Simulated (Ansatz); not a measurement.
Relaxation of CH6B2S (10 atoms, charge 0, multiplicity 1), to a largest force component of 0.02 eV/Å in at most 40 steps.

Level of theory: RKS PBE0-D4/STO-3G in Ansatz.

```xyz
10
Properties=species:S:1:pos:R:3
B -1.093 1.233 -1.185
S 0.644 1.496 -0.659
B 0.798 -0.328 -0.261
C 0.580 -0.853 1.209
H -1.391 1.017 -2.340
H -2.014 1.403 -0.408
H 1.223 -1.081 -1.076
H -0.267 -1.601 1.149
H 0.186 -0.007 1.904
H 1.417 -1.330 1.668
```

**Question.** Where does it end, and by what steps?

**Answer.** The run converged. Limits of this set-up: minimal basis. After 15 steps the energy has fallen by 1.804 eV; H6 moved furthest, 1.77 Å.

```tsv
step	energy less start (eV)	largest force component (eV/Å)	accepted
0	0.0000	3.412	yes
1	-0.2225	1.011	yes
2	-0.4332	0.931	yes
3	-0.7216	1.666	yes
4	-1.0003	1.624	yes
5	-1.2130	1.183	yes
6	-1.3743	0.612	yes
7	-1.5090	0.687	yes
8	-1.6127	0.568	yes
9	-1.7046	0.368	yes
10	-1.7397	0.659	yes
11	-1.7766	0.526	yes
12	-1.7835	0.490	yes
13	-1.7982	0.463	yes
14	-1.8029	0.053	yes
15	-1.8035	0.010	yes
```

```xyz
10
Properties=species:S:1:pos:R:3
B -1.118 1.463 -1.522
S -0.553 1.245 0.133
B 0.211 -0.367 0.078
C 0.858 -0.990 1.360
H -0.946 0.649 -2.342
H -1.678 2.457 -1.784
H 0.222 -0.966 -0.930
H 0.343 -1.930 1.610
H 0.840 -0.345 2.245
H 1.902 -1.269 1.156
```

Whether the end is a true minimum wasn't checked by a vibrational analysis.

The run took 24 s on 1 thread of Arm Neoverse V1 (shared host), peak memory 0.11 GiB.
